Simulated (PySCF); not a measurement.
Vertical excitations of a molecule ClGeH5OSi from TDDFT-M06-2X/def2-SVPD run with PySCF, as energy in eV (oscillator strength): 7.28 (0.000), 7.68 (0.000), 7.86 (0.006), 8.07 (0.026), 8.31 (0.098), 8.46 (0.043), 8.56 (0.037), 8.66 (0.013), 8.68 (0.063), 8.78 (0.003). Lowest triplet (TDA): 6.97 eV. Geometry optimised at PBE0-D3(BJ)/def2-SVP. Other conformers were not sampled.

Task: Identify the compound among the candidates.
A. [OH][GeH2][SiH2]Cl
B. [SiH3][O][GeH2][Cl]
C. Cl[SiH2][O][GeH3]
D. [OH][Ge@@H]([SiH3])[Cl]

Result: C, Cl[SiH2][O][GeH3]
